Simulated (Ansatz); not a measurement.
The same atomization along the group S, Se, Te.

Computed with Ansatz on PBE0-D4/def2-TZVP structures; ΔE is electronic, products minus reactants. CCSD(T)/CBS is the MP2 limit (def2-TZVPP, def2-QZVPP) plus CCSD(T) − MP2 in def2-TZVPP, frozen cores. Small cases extrapolate CCSD(T) itself. Functionals use def2-TZVPP. B3LYP here is the variant with VWN-RPA as its local correlation; programs differ in this. Open shells (•) are unrestricted, without spin–orbit coupling. Spin–orbit coupling would lower the free atoms: a little for S; clearly for Se; strongly for Te. Elements past krypton have def2 core potentials. For Se, Te outer-core shells are correlated without core-valence functions, so the limit isn't a true one: a few kJ/mol of doubt a bond, and 10 to 20 or more in all where bonds break to atoms. Scalar relativity is left out up to krypton.

| reaction | CCSD(T)/CBS(def2) (kcal/mol) |
| --- | --- |
| `PS` → 3 H• + P• + S• | 312.5 |
| `P[SeH]` → 3 H• + P• + Se• | 297.5 |
| `P[TeH]` → 3 H• + P• + Te• | ? |

Question: Fill in the missing values. (An estimate is asked.)

Answer: Computed: `P[TeH]` → 3 H• + P• + Te•: +282.0 kcal/mol.

Largest T1 diagnostic: 0.012, for `PS`.

Extrapolated directly: `PS` → 3 H• + P• + S•.

For atomizations the MP2-based limit and the directly extrapolated one differ by several kJ/mol either way, and by 10 to 25 for some Ge, Se and Sn compounds, so smaller differences from it don't rank the levels.
